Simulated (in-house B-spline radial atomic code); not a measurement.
# Mn8+: [Ne] 3s2 3p5

Level of theory: non-relativistic TPSS, spin-polarised, spherical fractional occupations, point nucleus; calculated with a B-spline radial code for spherical atoms.

Effective charges: Z_r = [3n² - l(l+1)]/(2<r>) from the radius, Z_e = n√(-2ε) from the energy, and Slater's rules. Values are occupation-weighted means over spin.

```
shell  electrons   ε (eV)  <r> (bohr)    Z_r    Z_e  Slater
   1s          2  -6567.7     0.06153  24.38  21.97   24.70
   2s          2  -916.99      0.2813  21.33  16.42   20.85
   2p          6  -810.81      0.2475  20.20  15.44   20.85
   3s          2  -241.91      0.7858  17.18  12.65   14.10
   3p          5  -210.06      0.7955  15.71  11.79   14.10
```

The least bound orbital is 3p down at -208.7 eV, and it is also the most diffuse (<r> = 0.7968 bohr).
